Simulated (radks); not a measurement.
Coulomb parameter of the 4d shell of the cadmium ion Cd2+ in the model configuration [Kr] 4d9 5p1, as a second difference U = [E(n + 1) + E(n - 1) - 2 E(n)] / (1)^2 with all orbitals relaxed. "Bare": the charge of the atom changes with n. "Screened": the 5p shell takes up the change at fixed total charge, which measures U(4d,4d) + U(5p,5p) - 2 U(4d,5p). Method: scalar-relativistic Kohn-Sham, r2SCAN, spin-unpolarised, spherical densities, finite nucleus; meta-GGA in the generalised Kohn-Sham scheme; Fermi nuclear charge, rms radius 4.6087 fm; computed with a radial shooting solver on a logarithmic mesh with Libxc functionals.

[
 {"case": "start", "configuration": "[Kr] 4d9 5p1", "E - E(n) (eV)": "0.000"},
 {"case": "bare +1", "configuration": "[Kr] 4d10 5p1", "E - E(n) (eV)": "-29.435"},
 {"case": "bare -1", "configuration": "[Kr] 4d8 5p1", "E - E(n) (eV)": "44.306"},
 {"case": "screened +1", "configuration": "[Kr] 4d10", "E - E(n) (eV)": "-18.623"},
 {"case": "screened -1", "configuration": "[Kr] 4d8 5p2", "E - E(n) (eV)": "22.178"}
]

U(bare) = 14.871 eV, U(screened by 5p) = 3.554 eV, against the Slater integral F0(4d,4d) = 20.481 eV with frozen orbitals.
